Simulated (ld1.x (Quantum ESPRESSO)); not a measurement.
**Tl: variants of one TM potential**

Base potential:

* Element: thallium
* Generator: ld1.x (Quantum ESPRESSO) 7.5
* Type: norm-conserving Troullier–Martins (Kleinman–Bylander form)
* Functional: PBE
* Relativity: fully relativistic
* Frozen core: [Xe] 4f14 5d10
* Valence charge: 3
* Reference configuration: 6s2 6p1
* Partial waves: 6p (bound): rc 2.85 bohr; 6s (bound): rc 2.15 bohr
* Local potential: the s channel
* Core correction: Bessel-smoothed model core inside 1.20 bohr

Open shells are filled in proportion to 2j + 1 (rel_dist='average').

Cutoffs, loose and tight: the cutoffs (Ry, on a coarse ladder) from which the occupation-weighted sum of valence levels, in a spherical-Bessel basis at the reference potential, stays within 10 and 1 mRy of its value at 400 Ry. They do not see the model core or the augmentation charge, which bear on the density cutoff. Test errors are all-electron minus pseudo excitation energies from the reference, over the configurations 6s2 6p0; 6s1 6p0; 6s2 6p0.5; 6s1 6p1; 6s0 6p3; 6s2 6p1.3; 6s1 6p2. A dash means not determined; rows that change the core or the reference have their own tests.

| change | outcome | cutoff, loose | cutoff, tight | bound ghosts | largest test error (meV) |
| --- | --- | --- | --- | --- | --- |
| base | generated | 18 Ry | 30 Ry | none | -398 |
| all radii but the core radius scaled by about 0.90 (s 1.92, p 2.56 bohr) | generated | 18 Ry | 40 Ry | none | -396 |
| all radii but the core radius scaled by about 1.09 (s 2.34, p 3.10 bohr) | generated | 18 Ry | 30 Ry | none | -403 |
| all radii but the core radius scaled by about 1.22 (s 2.62, p 3.48 bohr) | generated | 15 Ry | 21 Ry | none | -420 |
| all radii but the core radius scaled by about 1.29 (s 2.78, p 3.68 bohr) | generated | 8 Ry | 18 Ry | none | -432 |
| all radii but the core radius scaled by about 1.40 (s 3.00, p 3.98 bohr) | generated | 8 Ry | 18 Ry | none | -453 |

Problem. What comes out with this change to the base: all radii but the core radius scaled by about 0.74 (s 1.60, p 2.12 bohr)?

Solution. outcome: generated; cutoff, loose: 35 Ry; cutoff, tight: 90 Ry; bound ghosts: none; largest test error (meV): -393.

Problem. What comes out with this change to the base: all radii but the core radius scaled by about 1.14 (s 2.46, p 3.26 bohr)?

Solution. outcome: generated; cutoff, loose: 18 Ry; cutoff, tight: 25 Ry; bound ghosts: none; largest test error (meV): -409.

Problem. What comes out with this change to the base: all radii but the core radius scaled by about 0.84 (s 1.80, p 2.40 bohr)?

Solution. outcome: generated; cutoff, loose: 25 Ry; cutoff, tight: 50 Ry; bound ghosts: none; largest test error (meV): -395.

Reading the sweep of the scale of all radii but the core radius (base = 1) (base included, trends over the rows without a ghost): The loose cutoff falls from 35 Ry at 0.74 to 8 Ry at 1.4. A larger radius leaves more room for a smooth pseudo-wave, so fewer plane waves are needed; a smaller one forces it to follow the all-electron wave where it bends sharply. The median size of the test errors (rows with all tests solved) stays near 44.4 meV.
